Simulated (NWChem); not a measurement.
System: Si₂H₃Cl₂F; SMILES F[SiH2][SiH](Cl)Cl

```xyz
8

Si     0.7417    -1.6439    -0.3141
F     -0.2110    -2.8448     0.2076
Si    -0.0409     0.4059     0.5282
Cl     1.3093     1.8604    -0.1042
Cl    -1.9349     0.8401    -0.2053
H      0.7224    -1.6058    -1.7978
H      2.1218    -1.8720     0.1878
H     -0.1211     0.5045     2.0043
```
Atoms are numbered in this order, from 1.

Results from NWChem. Structure relaxed at the B3LYP/6-31G* (spherical d) level. Level MN15/def2-SVP: energy and gradient on several grids; changes count from the extra-fine grid, which is no exact limit either.

### Question
Which is the coarsest grid (medium; xcoarse; fine; coarse; xfine) from which on the energy stays within 100 μHa and each gradient component within 200 μHa/bohr of xfine?

### Answer
medium.
```
grid     size of the energy change (μHa)  largest change of a gradient component (μHa/bohr)  time, medium = 1 (rough)
-------  -------------------------------  -------------------------------------------------  ------------------------
xcoarse                            30000                                               2000                   about 1
coarse                              1000                                                400                   about 1
medium                                20                                                 90                   about 1
fine                                < 10                                               < 30                   about 1
xfine                               < 10                                               < 30                         3
```
